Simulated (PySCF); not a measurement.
C₂H₉BN₂, SMILES CNBNC. Geometry optimised at PBE0-D3(BJ)/def2-SVP. This is a generated structure with no PubChem entry under its InChIKey; it may be hypothetical. Other conformers were not sampled.

Method: PBE0-D3(BJ)/def2-SVP (PySCF 2.14.0).

Harmonic wavenumbers (cm⁻¹): 83, 134, 146, 193, 295, 342, 482, 589, 600, 894, 934, 1002, 1085, 1137, 1148, 1165, 1196, 1249, 1334, 1444, 1452, 1460, 1465, 1469, 1484, 1506, 1598, 2585, 3005, 3014, 3074, 3087, 3128, 3157, 3643, 3689. Rotational constants (GHz): 14.92, 2.442, 2.156; symmetry number 1.

Q: Work out the zero-point energy and the ideal-gas rigid-rotor harmonic-oscillator thermochemistry at 298.15 K and 1 atm.

A: ZPE = ½ Σ hcν = ½ × 54268 cm⁻¹ = 324.59 kJ/mol. H − E(el) = 345.89 kJ/mol. Entropy in J/(mol K): translation 162.07, rotation 108.02, vibration 69.80, total 339.89. G − E(el) = 244.55 kJ/mol. Cp = 107.72 J/(mol K). Modes under 150 cm⁻¹ make the vibrational entropy uncertain.
